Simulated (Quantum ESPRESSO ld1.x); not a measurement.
Problem. These are the eigenvalues of the occupied orbitals of an atom or ion with whole-number occupations (eV). Calculated with ld1.x of Quantum ESPRESSO 7.5: scalar-relativistic Kohn-Sham, LDA (Slater exchange, Perdew-Zunger correlation), spin-polarised, spherical densities, point nucleus.

| orbital | eigenvalue |
|---|---|
| 1s up | -75196.6 |
| 1s down | -75172.7 |
| 2s up | -18366.2 |
| 2s down | -18326.6 |
| 2p up | -17103.6 |

Which element is it, and in what charge state? The configuration may be excited. Open shells, if any, are filled with parallel spins first.

Solution. Z = 73, tantalum, charge +68: Ta68+ in [He] 2s2 2p1. The list shows which subshells hold electrons but not how many an open one holds; the 1s level, -2763.4 hartree, gives Z - s = 74.3 by -(Z - s)^2/2, which with screening and relativity narrows Z to a few neighbours, and the depths of the outer levels then fix element, charge and occupations together.
